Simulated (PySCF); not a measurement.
## Worked example: chemical shift, span and skew from a shielding tensor

2-fluoro-3-methylbuta-1,3-diene (C₅H₇F), SMILES FC(C(=C)C)=C. Atoms are numbered in the order given.

```xyz
13

C      1.3767     1.2010     0.0000
C      0.1278     0.7091     0.0000
C     -1.0881     1.5861     0.0000
C     -0.0831    -0.7429     0.0000
C     -1.2535    -1.3881     0.0000
F      1.0473    -1.4597     0.0000
H      2.2450     0.5405     0.0000
H      1.5533     2.2792     0.0000
H     -1.7149     1.3993    -0.8866
H     -1.7149     1.3993     0.8866
H     -0.8026     2.6462     0.0000
H     -2.1936    -0.8398     0.0000
H     -1.2775    -2.4785     0.0000
```
Charge 0, spin multiplicity 1.

Geometry optimised at PBE0-D3(BJ)/def2-SVP. One conformer was computed; it need not be the lowest.

GIAO shieldings from PBE/pcSseg-1 (PySCF), non-relativistic, no solvent. The symmetric part of the tensor of C2 has the principal values -72.2, 41.1, 145.9 ppm. The same nucleus in TMS has σ = 182.0 ppm at this level (PySCF, at its B3LYP-D3(BJ)/def2-TZVP geometry).

Q: Work out the isotropic shielding, the ¹³C shift against TMS, the span and the skew.

A: 
σ(iso) = (σ11 + σ22 + σ33)/3 = 38.3 ppm. δ = σ(ref) − σ(iso) = 182.0 − (38.3) = 143.7 ppm.
Span Ω = σ33 − σ11 = 218.1 ppm. Skew κ = 3(σ(iso) − σ22)/Ω = -0.04. Tumbling in solution averages the tensor to δ; in a static solid the shielding alone would spread this spin-1/2 line over Ω.
